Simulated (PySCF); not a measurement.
Record of a relaxation.

Species: 2-bromothiophene, C4H3BrS.
Atom-mapped SMILES: `[Br:1][c:2]1[cH:3][cH:4][cH:5][s:6]1` (hydrogens: H7 on C3; H8 on C4; H9 on C5)

Computed by this run: PBE0-D3(BJ)/def2-SVP geometry optimisation, gas phase in PySCF 2.14.0; density fitting, grid level 1; the optimiser is geomeTRIC in internal coordinates, started from a GFN2-xTB structure with every atom displaced at random (about 0.01 Å). The frame can shift and turn from step to step; on so coarse a grid that alone can change the energy by a few meV, and forces under 0.02 eV/Å are noise.

Step 0: E = -85046.3894 eV, largest atomic force 2.860 eV/Å
```
atom  x, y, z in Å  |  force x, y, z in eV/Å
Br1     3.114    0.375    0.061   -0.845  -0.004  -0.018
C2      1.212    0.292    0.030    1.045   0.724   0.055
C3      0.446   -0.833   -0.082    2.657  -0.457   0.035
C4     -0.883   -0.538   -0.061   -2.835  -0.354  -0.120
C5     -1.180    0.779    0.047    0.411   1.017   0.181
S6      0.252    1.736    0.150    0.235  -0.578  -0.049
H7      0.892   -1.820   -0.158   -0.029  -0.190  -0.038
H8     -1.663   -1.289   -0.135   -0.174  -0.197  -0.002
H9     -2.131    1.281    0.114   -0.466   0.039  -0.044
```

Step 1: E = -85046.4587 eV, largest atomic force 0.703 eV/Å
```
atom  x, y, z in Å  |  force x, y, z in eV/Å
Br1     2.973    0.512   -0.632    0.393   0.001   0.195
C2      1.216    0.315   -0.079   -0.273   0.126  -0.284
C3      0.490   -0.843   -0.057   -0.699   0.068  -0.028
C4     -0.914   -0.580    0.102    0.615  -0.206   0.192
C5     -1.193    0.750    0.234   -0.120   0.087  -0.032
S6      0.226    1.714    0.139    0.008   0.056  -0.049
H7      0.917   -1.835   -0.189    0.077  -0.054  -0.073
H8     -1.669   -1.363    0.131   -0.095  -0.063   0.020
H9     -2.170    1.220    0.368    0.094  -0.015   0.059
```

Step 2: E = -85046.5103 eV, largest atomic force 0.364 eV/Å
```
atom  x, y, z in Å  |  force x, y, z in eV/Å
Br1     3.035    0.519   -0.471   -0.142  -0.101   0.036
C2      1.203    0.318   -0.161   -0.120   0.150  -0.293
C3      0.463   -0.836   -0.136    0.048  -0.220   0.254
C4     -0.920   -0.590    0.122    0.325   0.107  -0.123
C5     -1.193    0.746    0.230   -0.138   0.082   0.036
S6      0.211    1.719    0.034   -0.003  -0.073   0.148
H7      0.898   -1.828   -0.258    0.034   0.001  -0.011
H8     -1.668   -1.377    0.225    0.002   0.030  -0.027
H9     -2.154    1.217    0.432   -0.007   0.025  -0.020
```

Step 3: E = -85046.5094 eV, largest atomic force 0.561 eV/Å
```
atom  x, y, z in Å  |  force x, y, z in eV/Å
Br1     3.024    0.484   -0.464   -0.032   0.055  -0.026
C2      1.184    0.323   -0.195    0.238   0.051  -0.007
C3      0.474   -0.847   -0.137   -0.175   0.381   0.115
C4     -0.899   -0.573    0.119   -0.407  -0.386   0.013
C5     -1.206    0.757    0.234    0.303  -0.146   0.024
S6      0.202    1.724    0.049    0.154   0.001  -0.061
H7      0.915   -1.838   -0.252   -0.039   0.065  -0.008
H8     -1.647   -1.360    0.224   -0.041  -0.001  -0.021
H9     -2.170    1.219    0.441   -0.001  -0.021  -0.029
```

Step 4: E = -85046.5215 eV, largest atomic force 0.082 eV/Å
```
atom  x, y, z in Å  |  force x, y, z in eV/Å
Br1     3.024    0.490   -0.471    0.001   0.010  -0.025
C2      1.189    0.325   -0.195    0.074  -0.002   0.032
C3      0.467   -0.837   -0.131   -0.018   0.008   0.035
C4     -0.911   -0.585    0.121   -0.007   0.007  -0.017
C5     -1.195    0.750    0.234   -0.022   0.005   0.079
S6      0.210    1.724    0.051   -0.013  -0.068  -0.045
H7      0.910   -1.826   -0.248    0.002   0.011  -0.017
H8     -1.662   -1.370    0.221   -0.004   0.022  -0.020
H9     -2.157    1.218    0.437   -0.013   0.007  -0.022
```

Step 5: E = -85046.5219 eV, largest atomic force 0.085 eV/Å
```
atom  x, y, z in Å  |  force x, y, z in eV/Å
Br1     3.028    0.495   -0.488   -0.028  -0.027   0.003
C2      1.197    0.319   -0.185   -0.066   0.049  -0.022
C3      0.467   -0.839   -0.122    0.000  -0.053  -0.001
C4     -0.913   -0.583    0.123    0.021  -0.031   0.018
C5     -1.196    0.751    0.243    0.070   0.007  -0.035
S6      0.214    1.717    0.047   -0.007   0.071   0.042
H7      0.905   -1.829   -0.246    0.000  -0.011  -0.001
H8     -1.668   -1.365    0.210   -0.001  -0.007   0.007
H9     -2.159    1.223    0.435    0.009   0.003  -0.010
```

Step 6: E = -85046.5227 eV, largest atomic force under 0.02 eV/Å
```
atom  x, y, z in Å  |  force x, y, z in eV/Å
Br1     3.023    0.486   -0.493    0.005  -0.001   0.000
C2      1.193    0.320   -0.186    0.007  -0.004  -0.008
C3      0.466   -0.840   -0.121   -0.013   0.011  -0.005
C4     -0.912   -0.583    0.126    0.009  -0.001   0.003
C5     -1.192    0.753    0.244   -0.010   0.005  -0.001
S6      0.215    1.721    0.053    0.003  -0.014   0.003
H7      0.905   -1.829   -0.248    0.001   0.002   0.001
H8     -1.668   -1.364    0.212   -0.003   0.001   0.007
H9     -2.156    1.225    0.431    0.001   0.001   0.002
```

Step 7: E = -85046.5227 eV, largest atomic force under 0.02 eV/Å
```
atom  x, y, z in Å  |  force x, y, z in eV/Å
Br1     3.024    0.482   -0.495   -0.001  -0.002  -0.003
C2      1.194    0.319   -0.190    0.001   0.001   0.004
C3      0.465   -0.840   -0.123   -0.002  -0.005   0.001
C4     -0.913   -0.582    0.128    0.000   0.001  -0.006
C5     -1.191    0.754    0.244    0.004   0.002   0.010
S6      0.218    1.720    0.053   -0.002   0.001  -0.009
H7      0.903   -1.830   -0.249   -0.001  -0.001  -0.001
H8     -1.669   -1.362    0.217   -0.001   0.002   0.001
H9     -2.154    1.228    0.433    0.002   0.002   0.003
```

Question: Summarise the path.

Answer: The energy falls by 3.08 kcal/mol from step 0 to step 7; nine tenths of that is first reached at step 2. It rises by more than 0.2 meV at step 3. The largest force goes from 2.860 to under 0.02 eV/Å. Among the bonds C3–C4 changes most, from 1.362 to 1.424 Å; the atoms move by 0.029 Å rms after alignment.

Question: Follow the three bonds and two angles with the largest change from start to end.

Answer: 
```csv
step,E above end (kcal/mol),largest force (eV/Å),C3–C4 (Å),Br1–C2 (Å),C4–C5 (Å),C4–C5–H9 (°),C3–C4–C5 (°)
0,3.08,2.860,1.362,1.904,1.355,130.6,115.2
1,1.48,0.703,1.438,1.852,1.366,127.9,112.9
2,0.29,0.364,1.428,1.869,1.368,127.8,112.1
3,0.31,0.561,1.423,1.866,1.370,128.8,114.7
4,0.03,0.082,1.423,1.864,1.370,128.1,112.8
5,0.02,0.085,1.424,1.864,1.369,128.3,113.0
6,0.00,under 0.02,1.424,1.863,1.369,128.2,112.9
7,0.00,under 0.02,1.424,1.863,1.369,128.2,112.9
```

The cost below is that of the whole optimisation. Hardware: an Intel Xeon Platinum 8488C with one thread, no GPU, shared host. Cost: 42 s of wall time, 0.51 GiB resident at most.
